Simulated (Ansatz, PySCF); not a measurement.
Molecule: sum formula SiHBr, net charge 0, singlet state. 
Coordinates optimised at B3LYP-D3(BJ)/def2-TZVP (Ansatz, a quantum-chemistry and plane-wave program):
```xyz
3

Si    -0.8792    -0.7820     1.0617
H     -1.8991    -1.2190     0.0169
Br     0.4059     0.3476    -0.4252
```
Charge 0, spin multiplicity 1.

Property: atomisation energy (electronic, to ground-state atoms), in eV. Valence correlation only, unless marked. Open shells are spin-unrestricted. No spin-orbit coupling. Frozen are the shells of the preceding noble gas and the d and f shells that filled before the atom's block. No relativistic terms. The coupled-cluster limit lacks core correlation, which all-electron functionals hold. Basis-set limits of correlation are two-point, X^-3; Hartree-Fock from the larger set.

The Hartree-Fock reference is unstable (checked in the largest basis), which strains HF and MP2. 

```csv
level,program,atomisation energy (eV)
PBE0-D3(BJ)/def2-TZVPD,Ansatz + dftd3,7.11
PBE0-D4/def2-TZVPD,Ansatz + dftd4,7.10
PBE0/def2-TZVP,Ansatz,7.05
BHLYP/def2-TZVPD,Ansatz,?
TPSSh-D4/def2-TZVPD,PySCF + dftd4,?
MN15-D3(BJ)/def2-TZVPD,PySCF + dftd3,7.15
HSE06-D3(BJ)/def2-TZVPD,Ansatz + dftd3,7.11
LC-wPBE-D3(BJ)/def2-TZVPD,Ansatz + dftd3,6.89
LC-wPBE-D4/def2-TZVPD,Ansatz + dftd4,6.89
SCS-MP2/6-31G,Ansatz,4.78
CCSD/6-31G,Ansatz,?
CCSD/def2-QZVPP,Ansatz,6.93
"CCSD(T)/CBS(def2-TZVPPD,def2-QZVPPD)",Ansatz,?
```

Q: Complete the blanks.

A: 
- BHLYP/def2-TZVPD, atomisation energy (eV): 6.87
- TPSSh-D4/def2-TZVPD, atomisation energy (eV): 7.32
- CCSD/6-31G, atomisation energy (eV): 4.91
- CCSD(T)/CBS(def2-TZVPPD,def2-QZVPPD), atomisation energy (eV): 7.20
